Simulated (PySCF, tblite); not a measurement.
**Question.** Write Cartesian coordinates for `CCCCNN(C)[SiH3]` as optimised with GFN2-xTB.

**Answer.** 
```
atom  x, y, z in Å
C1     3.6192   -0.6849   -0.1698
C2     2.1369   -0.5558   -0.4968
C3     1.5386    0.7278    0.0731
C4     0.0499    0.8501   -0.2380
N5    -0.6829   -0.2497    0.3731
N6    -2.0589   -0.2874    0.0426
C7    -2.2916   -1.1371   -1.1005
Si8   -3.1560    0.9612    0.5040
H9     4.1772    0.1510   -0.5872
H10    4.0234   -1.6062   -0.5822
H11    3.7743   -0.6938    0.9067
H12    1.5885   -1.4052   -0.0885
H13    2.0020   -0.5630   -1.5803
H14    2.0574    1.5942   -0.3430
H15    1.6798    0.7425    1.1565
H16   -0.1073    0.7827   -1.3183
H17   -0.3237    1.8328    0.0966
H18   -0.6065   -0.1853    1.3859
H19   -1.9359   -0.6898   -2.0356
H20   -1.7681   -2.0822   -0.9506
H21   -3.3590   -1.3231   -1.1908
H22   -2.7326    1.3217    1.8593
H23   -3.1613    2.1803   -0.3239
H24   -4.4753    0.3391    0.4487
```

Any rigid rotation of these coordinates is as good. Atoms count from 1 in this order. N5 (hydrazine nitrogen) is pyramidal (angles 114.3°, 109.4° and 107.9°, sum 331.6°, 0.40 Å off the plane of its three neighbours). Si8 (SiH3 silicon) is distorted tetrahedral (angles from 104.0° to 116.8°). Of the pairs four or more bonds apart, Si8···H17 is among the closest relative to their van der Waals radii: 2.99 Å, 91 % of the sum of Bondi's values. All 3 C–C bonds measure 1.523 to 1.527 Å.

Bonds between heavy atoms (Å): C1–C2 1.523, C2–C3 1.527, C3–C4 1.526, C4–N5 1.456, N5–N6 1.416, N6–C7 1.443, N6–Si8 1.725.

Structure optimised with GFN2-xTB, isolated species.

Point group: C1 (no symmetry element, even within 0.4 Å). Its GFN2-xTB frequencies are all real (lowest 29 cm⁻¹). The numbers are those of one conformer (C1–C2–C3–C4 -179°, C2–C3–C4–N5 62°, C3–C4–N5–N6 -175°, C4–N5–N6–C7 93°). 3 starts were optimised and ended at 0.00, 0.70 and 1.08 kcal/mol (GFN2-xTB); the lowest of these is shown.

The numbers are calculated, not measured.
